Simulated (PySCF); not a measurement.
H5NO3Si.

```xyz
10

N      1.5912    -0.5831    -0.1390
Si    -0.0145     0.0095    -0.0161
O     -0.0285     1.2826     1.0504
O     -0.6131     0.5823    -1.4427
O     -1.0050    -1.2401     0.4486
H      1.7562    -1.4349    -0.6662
H      2.3433     0.0809    -0.2943
H      0.3730     1.1269     1.9102
H     -1.5121     0.9248    -1.4174
H     -0.7236    -1.7478     1.2153
```
Charge 0, spin multiplicity 1.

Geometry: ωB97X-D3(BJ)/def2-SVP. The geometry has at least one imaginary mode, so it is a saddle point at that level. The values are those of a single conformer.

These are HF/pcSseg-1 (PySCF) values and carry that method's errors. Non-relativistic, no solvent.

Computed absolute GIAO shielding of each atom: isotropic value and principal components (ppm):
```csv
atom,σ(iso),σ11,σ22,σ33,span
N1,252.1,223.8,255.4,277.0,53.2
Si2,453.5,433.0,458.5,469.0,36.0
O3,295.6,275.9,282.1,328.9,53.0
O4,302.7,278.5,290.1,339.4,60.9
O5,295.5,275.5,282.2,328.9,53.4
H6,31.0,23.6,26.3,42.9,19.3
H7,30.9,23.6,26.3,42.9,19.3
H8,30.0,21.8,24.2,44.1,22.2
H9,29.5,21.0,23.4,44.1,23.1
H10,30.0,21.8,24.2,44.0,22.2
```
